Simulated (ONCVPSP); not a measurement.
**What one change does to a pseudopotential (Ce, ONCV)**

ONCVPSP 4.0.1 input, shortened (lines: element, Z, core and valence counts, functional; n l f; lmax; l rc ep ncon nbas qcut; lloc lpopt rc5 dvloc0; l nproj debl; icmod fcfact rcfact), PBE, scalar-relativistic:

```
  Ce 58.00    9    5        4      upf
    1    0    2.00
    2    0    2.00
    2    1    6.00
    3    0    2.00
    3    1    6.00
    3    2   10.00
    4    0    2.00
    4    1    6.00
    4    2   10.00
    4    3    1.00
    5    0    2.00
    5    1    6.00
    5    2    1.00
    6    0    1.00
    3
    0    2.75    0.00    4    9    4.40
    1    1.80    0.00    4    8    5.20
    2    2.25    0.00    4    7    3.60
    3    1.75    0.00    3    7    8.10
    3    5    1.75    0.00
    0    2    3.30
    1    2    3.90
    2    2    2.40
    3    0    2.70
    0    0.00    0.00
```

Change: all radii scaled by about 0.78 (s 2.14, p 1.40, d 1.74, f 1.36 bohr).

Cutoffs: the cutoffs (Ha) at which the residual kinetic energy of the hardest occupied pseudo-wave falls to 1 and 0.1 mHa per electron; they do not see the model core or the augmentation charge, which bear on the density cutoff. Errors are all-electron minus pseudo energies relative to the spin-unpolarised reference configuration.

Problem. What does the change do?

Solution. Both files keep a bound ghost (p, s); of the 4 tests that both files solve, the error grows in 1 and shrinks in 2 by more than 15 % and 0.3 meV (median size 2.7 → 2.0 meV).

```csv
quantity,base,changed
"cutoffs, loose and tight","32 Ha, 77 Ha",not determined
bound ghosts,"s, p","s, p"
GHOST(+) flags under 300 eV,d at 134.5 eV,d at 131.5 eV
"error for 4f1 5s2 5p6 5d1 6s2, meV [ΔE -6.07 eV]",+0.5,+0.7
"error for 4f1 5s2 5p6 5d1 6s0, meV [ΔE 11.08 eV]",-3.4,-2.6
"error for 4f1 5s2 5p6 5d0 6s0, meV [ΔE 30.26 eV]",+3.6,-1.4
"error for 4f1 5s2 5p6 5d2 6s1, meV [ΔE -5.18 eV]",-1.9,-2.6
```

 A true bound ghost makes a file unfit for plane-wave use even where its test errors are small: the radial tests pick states by their node count and pass the ghost by.
